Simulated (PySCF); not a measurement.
Bonds (- single, = double, # triple, : aromatic): C1-C2, C2-C3, C3:C4, C4:Si5, Si5:Si6, Si6:C7, C7:C8, C8:O9, O9:C3. C1 carries H10, H11, H12; C2 carries H13, H14; C4 carries H15; Si5 carries H16, H17; Si6 carries H18, H19; C7 carries H20; C8 carries H21.

Computed data (PySCF): GFN2-xTB geometry, NMR shieldings at PBE0/pcSseg-1/GIAO. Averaged over atoms made equivalent by symmetry, fast rotation or ring inversion, single conformer, non-relativistic, isolated molecule.

Referencing at the same level of theory: TMS for ¹³C, ¹H, ²⁹Si; ¹⁷O vs H2O.

```
      atoms  nucleus  count  Hirshfeld charge  δ (ppm)
        H21       ¹H      1              0.05     7.21
         C2      ¹³C      1             -0.07     41.5
    H18/H19       ¹H      2             -0.08     4.22
        H20       ¹H      1              0.05     5.04
        H15       ¹H      1              0.04     5.13
    H16/H17       ¹H      2             -0.08        ?
        Si5     ²⁹Si      1              0.23        ?
    H13/H14       ¹H      2              0.04        ?
H10/H11/H12       ¹H      3              0.04     1.36
        Si6     ²⁹Si      1              0.23    -89.0
         C7      ¹³C      1             -0.18        ?
         C3      ¹³C      1              0.09        ?
         C8      ¹³C      1              0.04    161.9
         O9      ¹⁷O      1             -0.07    227.4
         C1      ¹³C      1             -0.12     18.8
         C4      ¹³C      1             -0.18     96.2
```

Fill in the missing shifts.

Answers


- C3: 179.4 ppm, alkene carbon bearing oxygen; an sp2 carbon further deshielded by the attached heteroatom
- C7: 98.0 ppm, β carbon of an enol-ether or enamine type C=C; the O or N lone pair pushes π density onto this β carbon and shields it
- H16/H17: 4.20 ppm, hydrogen on a silicon bonded to C, Si, in a 7-membered ring
- H13/H14: 2.25 ppm, hydrogen on an allylic sp3 CH2; allylic position
- Si5: -89.5 ppm, silicon bonded to C, Si, 2 H, in a 7-membered ring

Shifts are as computed. Against solution values, carbons near 30 ppm lie about +3 ppm off and those near 130 ppm about +5 ppm. Of 1309 compounds with measured shifts, 239 miss one by over three times the rms of a fit or turn the order of signals round; such compounds aren't used in these exercises. Experimental scales use liquid or dissolved standards, which lie at an offset from isolated H2O (liquid H2O: subtract about 36 ppm).
